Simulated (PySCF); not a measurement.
**Sulfur: a sound run and one with changed settings**

Sound run: S⁺ [Ne] 3s2 3p3, S²⁺ [Ne] 3s2 3p2. Calculation: PySCF 2.14, in pcseg-2; no relativity, point nucleus. In the sound run the correlated levels freeze [Ne]. The sound run starts from symmetry-adapted Hartree-Fock orbitals and uses a fine grid where one is needed.

Changed run: basis STO-3G. This setting is unsound on purpose.

```csv
species,method,sound run (hartree),changed run (hartree),converged
S⁺,UHF,-397.16238,-392.92422,yes
S⁺,M06-2X,-397.71897,-393.43232,yes
S⁺,B3LYP,-397.75335,-393.40787,yes
S⁺,MP2,-397.24793,-392.92422,yes
S²⁺,UHF,-396.32740,-392.09347,yes
S²⁺,M06-2X,-396.86675,-392.58060,yes
S²⁺,B3LYP,-396.89883,-392.55685,yes
S²⁺,MP2,-396.39205,-392.10181,yes
S²⁺,CCSD(T),-396.41584,-392.10822,yes
```

Ionisation energy of S⁺:

```json
{"method": "UHF", "sound run (eV)": "22.721", "changed run (eV)": "22.606"}
{"method": "M06-2X", "sound run (eV)": "23.190", "changed run (eV)": "23.177"}
{"method": "B3LYP", "sound run (eV)": "23.253", "changed run (eV)": "23.157"}
{"method": "MP2", "sound run (eV)": "23.290", "changed run (eV)": "22.379"}
{"method": "SCS-MP2", "sound run (eV)": "23.116", "changed run (eV)": "22.334"}
```

A minimal basis cannot let orbitals breathe on ionisation and holds almost no correlation.

For comparison, NIST gives 23.338 eV between the lowest levels.
